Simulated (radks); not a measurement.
Valence configurations of neutral zinc (all share [Ar]). Calculated with a radial shooting solver on a logarithmic mesh with Libxc functionals: scalar-relativistic Kohn-Sham, PBEsol, spin-polarised, spherical densities, finite nucleus; open shells are filled with parallel spins first; Fermi nuclear charge, rms radius 3.9283 fm. Energies are relative to 3d10 4s2; eigenvalues in eV for spin up.

valence           E (eV)  moment (Bohr magnetons)    e(3d)   e(4p)    e(4s)
3d10 4s2           0.000                        0  -10.169       -   -5.998
3d10 4s1.5 4p0.5   2.311                        1  -11.287  -1.907   -7.086
3d10 4s1 4p1       4.306                        2  -12.144  -2.501   -7.929
3d9 4s2 4p1       11.778                        2  -18.678  -2.902   -9.006
3d9 4s1.5 4p1.5   14.216                        3  -19.457  -3.461   -9.765
3d10 4p2           9.839                        2  -13.933  -3.286        -
3d9.5 4s2 4p0.5    5.201                        1  -14.381  -2.062   -7.590
3d8 4s2 4p2       29.370                        4  -27.715  -4.411  -11.583
3d9.5 4s1.5 4p1    7.588                        2  -15.285  -2.715   -8.470

NIST lists [Ar] 3d10 4s2 as the ground configuration; this level of theory agrees among the configurations tried. The energies are those of spherical high-spin densities, not of single terms.
